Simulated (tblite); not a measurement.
Compound: CH8ClGe2N.
Atom-mapped SMILES: `[CH3:1][NH:2][GeH2:3][GeH2:4][Cl:5]` (hydrogens: H6, H7, H8 on C1; H9 on N2; H10, H11 on Ge3; H12, H13 on Ge4)

Computed with GFN2-xTB (tblite), gas phase: L-BFGS steps from a force-field or distance-geometry start until the largest atomic force falls under 0.01 eV/Å.

Step 39: E = -478.8079 eV
```
atom  x, y, z in Å  |  force x, y, z in eV/Å
C1     -1.7733   -0.6346    0.1504   -0.047  -0.067   0.027
N2     -1.3723    0.7371   -0.1384    0.017  -0.019   0.031
Ge3     0.3927    1.2275   -0.2282   -0.004   0.026   0.026
Ge4     1.8585   -0.6698   -0.0421   -0.067   0.029  -0.031
Cl5     3.8511   -0.1612   -0.4594    0.009  -0.001   0.005
H6     -2.8603   -0.7127    0.0807    0.055  -0.015  -0.046
H7     -1.4730   -0.9914    1.1436    0.000   0.048   0.000
H8     -1.3331   -1.3007   -0.5932    0.015   0.042  -0.002
H9     -1.9477    1.3785    0.3918    0.035   0.031  -0.007
H10     0.6966    2.2809    0.8243   -0.004   0.022   0.039
H11     0.5667    1.9745   -1.5327   -0.041  -0.011  -0.058
H12     1.5168   -1.8342   -0.9634    0.021  -0.040  -0.006
H13     1.8728   -1.2933    1.3490    0.011  -0.044   0.022
```

Step 40: E = -478.8088 eV
```
atom  x, y, z in Å  |  force x, y, z in eV/Å
C1     -1.7808   -0.6332    0.1518   -0.036  -0.069   0.023
N2     -1.3734    0.7359   -0.1357    0.018   0.007   0.028
Ge3     0.3911    1.2217   -0.2260    0.031   0.077  -0.019
Ge4     1.8621   -0.6704   -0.0436   -0.044   0.007  -0.041
Cl5     3.8535   -0.1505   -0.4583   -0.005  -0.003   0.007
H6     -2.8670   -0.7082    0.0708    0.049  -0.023  -0.038
H7     -1.4887   -0.9883    1.1474   -0.010   0.039   0.014
H8     -1.3337   -1.2996   -0.5865    0.015   0.020  -0.016
H9     -1.9420    1.3803    0.3975    0.009   0.038   0.002
H10     0.6981    2.2804    0.8220   -0.009   0.008   0.032
H11     0.5663    1.9673   -1.5353   -0.046  -0.032  -0.022
H12     1.5291   -1.8372   -0.9672    0.019  -0.025   0.001
H13     1.8808   -1.2976    1.3454    0.009  -0.045   0.028
```

Step 41: E = -478.8096 eV
```
atom  x, y, z in Å  |  force x, y, z in eV/Å
C1     -1.7889   -0.6327    0.1535   -0.001  -0.032   0.009
N2     -1.3741    0.7346   -0.1320    0.020   0.026   0.027
Ge3     0.3902    1.2172   -0.2241    0.047   0.101  -0.050
Ge4     1.8655   -0.6707   -0.0459   -0.011  -0.018  -0.031
Cl5     3.8564   -0.1395   -0.4570   -0.023  -0.006   0.008
H6     -2.8735   -0.7037    0.0599    0.027  -0.031  -0.028
H7     -1.5059   -0.9851    1.1519   -0.020   0.022   0.027
H8     -1.3347   -1.2985   -0.5801    0.015  -0.002  -0.021
H9     -1.9360    1.3829    0.4031   -0.015   0.033   0.008
H10     0.6999    2.2801    0.8202   -0.013  -0.003   0.025
H11     0.5645    1.9592   -1.5382   -0.047  -0.042   0.002
H12     1.5425   -1.8406   -0.9712    0.016  -0.010   0.005
H13     1.8897   -1.3027    1.3422    0.004  -0.038   0.018
```

Question: Estimate the geometry and energy of step 42. (The exact step hangs on the optimiser's Hessian estimate; all steps are aligned on step 41, rigid shifts and turns removed.)

Answer: E = -478.8105 eV, largest force 0.113 eV/Å
```
atom  x, y, z in Å  |  force x, y, z in eV/Å
C1     -1.7962   -0.6325    0.1551    0.042   0.022  -0.009
N2     -1.3748    0.7339   -0.1281    0.023   0.039   0.028
Ge3     0.3900    1.2148   -0.2230    0.044   0.088  -0.056
Ge4     1.8683   -0.6717   -0.0487    0.015  -0.033  -0.007
Cl5     3.8584   -0.1292   -0.4556   -0.035  -0.010   0.008
H6     -2.8790   -0.7002    0.0488    0.002  -0.038  -0.019
H7     -1.5223   -0.9812    1.1566   -0.028   0.001   0.035
H8     -1.3347   -1.2975   -0.5742    0.016  -0.017  -0.016
H9     -1.9304    1.3862    0.4089   -0.030   0.016   0.009
H10     0.7010    2.2803    0.8189   -0.013  -0.009   0.018
H11     0.5618    1.9509   -1.5409   -0.045  -0.036   0.005
H12     1.5556   -1.8447   -0.9750    0.011   0.002   0.006
H13     1.8979   -1.3086    1.3395   -0.002  -0.025  -0.001
```

The energy changes by -0.0008 eV. The first-order estimate −F·Δx gives -0.0012 eV and the mean of the old and new forces, exact on a quadratic surface, -0.0008 eV. The step makes an angle of 79° with the force vector and moves no atom by more than 0.017 Å.

The cost below is that of the whole relaxation. On one thread, Intel Xeon at 2.50 GHz (x86_64), no GPU, shared host, this took 3.5 s of wall time.
